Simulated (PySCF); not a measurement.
C2H7NSi2, SMILES C([SiH2][SiH3])C#N. Atoms are numbered in the order given.

```xyz
12

N      2.2771    -1.3142     0.8138
C      1.7177    -0.3003     0.8775
C      0.9657     0.9435     0.9026
Si    -0.2939     1.0510    -0.5484
Si    -1.6756    -0.8507    -0.5446
H      1.6562     1.8014     0.8500
H      0.4159     1.0224     1.8553
H     -1.0830     2.3016    -0.3438
H      0.4686     1.1634    -1.8245
H     -2.2864    -1.0048     0.8091
H     -2.7631    -0.6841    -1.5526
H     -0.8752    -2.0642    -0.8686
```

The structure is a stationary point at B3LYP-D3(BJ)/def2-SVP. This is a generated structure with no PubChem entry under its InChIKey; it may be hypothetical. One conformer was computed; it need not be the lowest.

The numbers are results of PySCF with PBE/pcSseg-1, not measurements.

GIAO shieldings, no solvent; atoms listed in one row are averaged. δ = σ(ref) − σ: ¹⁵N against NH3 (σ = 267.0 ppm); ¹³C against TMS (σ = 182.0 ppm); ²⁹Si against TMS (σ = 335.4 ppm); ¹H against TMS (σ = 31.49 ppm), references at their B3LYP-D3(BJ)/def2-TZVP geometries, non-relativistic.

Computed chemical shifts:
| nucleus | atoms | count | δ (ppm) |
|---|---|---|---|
| ¹⁵N | N1 | 1 | 304.4 |
| ¹³C | C2 | 1 | 119.8 |
| ¹³C | C3 | 1 | 0.9 |
| ²⁹Si | Si4 | 1 | -64.2 |
| ²⁹Si | Si5 | 1 | -112.7 |
| ¹H | H9 | 1 | 4.53 |
| ¹H | H8 | 1 | 4.39 |
| ¹H | H10, H11, H12 | 3 | 3.99 |
| ¹H | H6 | 1 | 2.23 |
| ¹H | H7 | 1 | 1.83 |
